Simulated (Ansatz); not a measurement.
## Worked example: vertical energy of the triplet above the singlet of IBr (iodine monobromide)

The species is IBr (2 atoms), meant as a singlet with charge 0. As SMILES, `BrI`. The coordinates come from a GFN2-xTB relaxation.

```csv
atom,x (Å),y (Å),z (Å)
Br,0.0000,0.0000,0.0000
I,0.0000,0.0000,2.4580
```

Both states at this one shape; open shells run unrestricted unless said. 1 Eh = 27.2114 eV.

| level | program | singlet IBr (Eh) | triplet IBr (Eh) |
| --- | --- | --- | --- |
| PBE/STO-3G | Ansatz | -9397.768792 | -9397.668774 |
| CAM-B3LYP/STO-3G | Ansatz | -9399.137214 | -9399.027226 |
| CCSDT/STO-3G, 27 core orbitals frozen | Ansatz | -9395.386520 | -9395.260745 |
| CCSDTQ/STO-3G, 27 core orbitals frozen | Ansatz | -9395.386520 | -9395.260745 |

Problem. Work out the vertical gap, second state less first, at each level.

Solution. 
1. PBE/STO-3G: -9397.668774 − (-9397.768792) = 0.100018 Eh = 2.72 eV.
2. CAM-B3LYP/STO-3G: -9399.027226 − (-9399.137214) = 0.109988 Eh = 2.99 eV.
3. CCSDT/STO-3G: -9395.260745 − (-9395.386520) = 0.125775 Eh = 3.42 eV.
4. CCSDTQ/STO-3G: -9395.260745 − (-9395.386520) = 0.125775 Eh = 3.42 eV.

No measured value is set beside it here; the levels span 2.72 to 3.42 eV. Spin-orbit coupling, which splits open shells on such heavy atoms by tenths of an eV, is left out. Minimal sets are far from the basis-set limit. All-electron rows are non-relativistic unless named.
